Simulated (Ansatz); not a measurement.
`C[Te]BF` + GeH₄ → `C[Te][GeH3]` + `BF`  (formal exchange of groups at a Te–B bond)

Program: Ansatz. Geometries: PBE0-D4/def2-TZVP. ΔE: electronic, gas phase. CCSD(T)/CBS is the MP2 limit (def2-TZVPP, def2-QZVPP) plus CCSD(T) − MP2 in def2-TZVPP, frozen cores. This one scheme is used for every species. DFT in def2-TZVPP. Elements past krypton have def2 core potentials. For Ge, Te outer-core shells are correlated without core-valence functions, which leaves a few kJ/mol of doubt a bond. Scalar relativity is left out up to krypton. One conformer a species, not always the lowest.

`C[Te]BF`:

Z-matrix (Å, degrees):
```
C
Te 1 2.143
H 1 1.088 2 107.9
H 1 1.087 2 108.9 3 119.7
H 1 1.087 2 109.0 3 -119.8
B 2 2.133 1 94.8 3 1.0
F 6 1.321 2 120.4 1 180.0
H 6 1.199 2 120.1 1 -0.0
```

GeH₄:

Z-matrix (Å, degrees):
```
Ge
H 1 1.534
H 1 1.534 2 109.5
H 1 1.534 2 109.5 3 -120.0
H 1 1.534 2 109.5 3 120.0
```

`C[Te][GeH3]`:

Z-matrix (Å, degrees):
```
C
Te 1 2.149
H 1 1.089 2 106.6
H 1 1.087 2 109.8 3 118.9
H 1 1.087 2 109.8 3 -118.8
Ge 2 2.547 1 94.1 3 -179.9
H 6 1.535 2 107.2 1 179.9
H 6 1.539 2 110.4 1 60.1
H 6 1.539 2 110.4 1 -60.2
```

`BF`:

Cartesian coordinates in Å:
```
B -0.034 0.004 -0.036
F 0.863 -0.099 0.922
H -0.569 -0.999 -0.411
H -0.260 1.095 -0.475
```

```json
{"species": "`C[Te]BF`", "PBE0-D4 energy (Eh)": "-433.19204"}
{"species": "GeH₄", "PBE0-D4 energy (Eh)": "-2079.12062"}
{"species": "`C[Te][GeH3]`", "PBE0-D4 energy (Eh)": "-2386.47137"}
{"species": "`BF`", "PBE0-D4 energy (Eh)": "-125.84160"}
```

Q: Work out ΔE.

A: ΔE = (-2386.47137) + (-125.84160) − (-433.19204) − (-2079.12062) = -0.00031 Eh = -0.01 eV. CCSD(T)/CBS gives -0.04 eV.

Q: What do rigid-rotor, harmonic-oscillator terms from PBE0-D4/def2-TZVP frequencies (298.15 K, 1 bar) make of the CCSD(T)/CBS value? (An estimate is asked.)

A: Computed: ΔZPE = +0.02 eV, ΔH = -0.01 eV, ΔS = 24 J/(mol·K), ΔG = -0.08 eV.

Largest T1 diagnostic among the species: 0.013.

Leaving LDA and LC-ωPBE aside and taking each functional with its dispersion term where it has one, the values, not all of them listed here, spread over 0.27 eV, from BHLYP-D4 to B97M-V. LDA lies +0.11 eV from PBE without D4. From PBE to PBE0 (25 % exact exchange), in def2-TZVPP and without D4, ΔE moves by −0.07 eV. In def2-TZVPP, CCSD(T) changes the Hartree–Fock value by +0.20 eV (the triples alone add +0.03 eV) and MP2 by +0.15 eV.
